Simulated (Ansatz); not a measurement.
System: C2H4B, charge -1, multiplicity 1. It need not be the lowest isomer of its formula. Whether it binds its extra electron was not tested at this geometry. 
Coordinates optimised at B3LYP-D3(BJ)/def2-TZVP (Ansatz, a quantum-chemistry and plane-wave program):
SMILES: BC=[CH-]
```xyz
7

B     -0.1439     0.2456     0.9969
H     -1.1644     0.8084     1.3460
H      0.8127     0.3897     1.7346
C     -0.1027    -0.6882    -0.2192
C      0.2660     0.3504    -0.9757
H     -0.2534    -1.7090    -0.5521
H      0.3449     1.3097    -0.3436
```
Charge -1, spin multiplicity 1.

Parts of the frozen-core correlation energy in cc-pVTZ (Ansatz, hartree). Frozen orbitals: 3; correlated occupied orbitals by spin: 8 and 8; virtual: 135 and 135. No spin-orbit coupling. No relativistic terms.

```tsv
term	value
reference (HF)	-102.65029
MP2 opposite-spin	…
MP2 same-spin	…
CCSD correlation	…
(T)	-0.02571
T1 diagnostic	0.022
largest doubles amplitude	0.082
```

Q: Fill in the missing entries.

A: 
- MP2 opposite-spin, value: -0.35498
- MP2 same-spin, value: -0.10439
- CCSD correlation, value: -0.48417
